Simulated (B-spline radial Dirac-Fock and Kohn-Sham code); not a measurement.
## X-ray scattering factor of Bi²²⁺

System: Bi²²⁺, [Kr] 4d10 4f13 5s2 (tabulated as the ground configuration, which this calculation does not bear out).

The run's input, task.json:

```json
{"items": [{
  "Z": 83,
  "q": 22,
  "cfg": [[1, 0, 2], [2, 0, 2], [2, 1, 6], [3, 0, 2], [3, 1, 6], [3, 2, 10], [4, 0, 2], [4, 1, 6], [4, 2, 10], [4, 3, 13], [5, 0, 2]],
  "A": 209,
  "rrms": 5.5211,
  "do": ["scatter"],
  "s": [0.0, 0.05, 0.1, 0.15, 0.2, 0.25, 0.3, 0.35, 0.4, 0.45, 0.5, 0.6, 0.7, 0.8, 0.9, 1.0, 1.1, 1.2, 1.4, 1.6, 1.8, 2.0, 2.5, 3.0, 3.5, 4.0, 5.0, 6.0],
  "pz": [0, 0.1, 0.2, 0.3, 0.4, 0.5, 0.6, 0.8, 1.0, 1.2, 1.4, 1.6, 1.8, 2.0, 2.5, 3.0, 4.0, 5.0, 7.0, 10.0, 15.0, 20.0, 30.0, 40.0, 60.0, 100.0],
  "hv_scatter": [1000, 5000, 8047.8, 17479.3, 20000, 50000, 200000, 500000]
}]}
```

Launch: `python xray_run.py task.json out`

The computed values come from a radial finite-basis atomic code: relativistic Hartree-Fock (Dirac-Fock) wave functions, averaged over the configuration. f₀ is the Fourier transform of the spherical electron density, S the Waller-Hartree incoherent function, and s = sin θ/λ.

```
s (Å⁻¹)      f₀       S
      0  61.000   0.000
   0.05  60.856   0.131
    0.1  60.429   0.516
   0.15  59.729   1.132
    0.2  58.772   1.944
   0.25  57.582   2.910
    0.3  56.185   3.986
   0.35  54.611   5.134
    0.4  52.892   6.321
   0.45  51.061   7.520
    0.5  49.149   8.718
    0.6  45.203  11.073
    0.7  41.264  13.365
    0.8  37.494  15.589
    0.9  33.999  17.738
      1  30.842  19.791
    1.1  28.048  21.734
    1.2  25.616  23.561
    1.4  21.747  26.907
    1.6  18.979  29.938
    1.8  17.005  32.727
      2  15.545  35.281
    2.5  12.885  40.516
      3  10.623  44.236
    3.5   8.637  46.941
      4   7.104  49.039
      5   5.348  52.131
      6   4.507  54.269
```

f₀ starts at the number of electrons, 61, and has fallen to half at s ≈ 1.01 Å⁻¹. The sum of ⟨r²⟩ over the electrons is 7.811 bohr².
